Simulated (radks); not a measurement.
The numbers below are computed, except where a source is named.
All-electron atom: Tb8+ in [Kr] 4d10 4f7 5s2 5p2. Level of theory: non-relativistic Kohn-Sham, r2SCAN, spin-polarised, spherical densities, point nucleus; open shells are filled with parallel spins first (spin-orbit coupling, left out, can overturn this in heavy ions); meta-GGA in the generalised Kohn-Sham scheme; relativity is left out, which matters for an element this heavy (a radial shooting solver on a logarithmic mesh with Libxc functionals).

Normalised radial functions P(r) = r R(r), r in bohr:

```
   r/bohr * 5p up, o 4f down (the largest magnitude, 1.18, reaches the edge; | marks zero, & curves that meet)
 0.003472                             &
 0.005263                             &
 0.007914                             o*
   0.0119                             o*
  0.01804                             o  *
  0.02713                             o   *
   0.0408                             o     *
  0.06185                             |o   *
    0.093                             |*o
   0.1399                      *      |    o
    0.212                      *      |           o
   0.3188                             |    *               o
   0.4794                             |            *             o
   0.7268                          *  |                        o
    1.093       *                     |              o
    1.644          *                  |     o
    2.491                        *    |o
    3.747                             &
```

5p up: eigenvalue -130.93 eV, 3 radial nodes at r = 0.0972, 0.281, 0.695 bohr, <r> = 1.35 bohr, 90 % of the charge inside 1.91 bohr. 4f down (empty): eigenvalue -122.96 eV, 0 radial nodes, <r> = 0.722 bohr, 90 % of the charge inside 1.18 bohr.
